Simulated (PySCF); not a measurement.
# Gas-phase thermal properties of Ga₂O

Method: PySCF energies (xtb for GFN2) plus ideal-gas RRHO corrections (1 bar). 6-31G* has spherical d functions here. All species are closed-shell singlets. Ga: all electrons, no relativistic terms. The harmonic model lacks anharmonicity and excited electronic states, which grow with temperature; levels with a mode under 35 cm⁻¹ are left out. Soft modes under 120 cm⁻¹ make the harmonic entropy rough for Ga₂O.

```
level           point group  σ  ZPE (kJ/mol)  S°298 (J/mol/K)  Cp298 (J/mol/K)  S°1000 (J/mol/K)  H1000 − H298 (kJ/mol)
--------------  -----------  -  ------------  ---------------  ---------------  ----------------  ---------------------
GFN2-xTB                D∞h  2           6.6            279.5             57.0             352.2                   42.4
HF/6-31G*               D∞h  2           7.8            290.6             54.8             361.6                   41.6
PBE/def2-SVP            D∞h  2           7.2            290.4             55.4             361.9                   41.9
PBE0/def2-TZVP          D∞h  2           7.7            287.2             55.0             358.3                   41.7
```
σ: rotational symmetry number. Electronic degeneracy used: 1. Frequencies are unscaled.
